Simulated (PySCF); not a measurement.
How methods differ on the ionisation energy of Zr⁺

Zr⁺ [Kr] 4d2 5s1 (4F) → Zr²⁺ [Kr] 4d2 (3F), as a difference of total energies. All numbers are calculated (PySCF 2.14, scalar relativity through the core potential, in cc-pVDZ-PP with ECP28MDF). Correlated levels: valence: 4s2 4p6 frozen. The calculations carry no spin-orbit coupling.

```csv
method,ionisation energy (eV)
UHF,12.244
MN15,13.003
TPSS,13.078
MP2 (valence),12.424
SCS-MP2 (valence),12.304
```

How much does correlation contribute at MP2 (valence)?

12.424 − (12.244) = 0.180 eV, measured against UHF.

The reference lies between the lowest fine-structure levels, while these numbers refer to the centres of the terms.

Errors of the correlated levels include the incompleteness of this basis and the frozen core.

For comparison: 13.13 eV (measured; NIST Atomic Spectra Database, ionization energies).
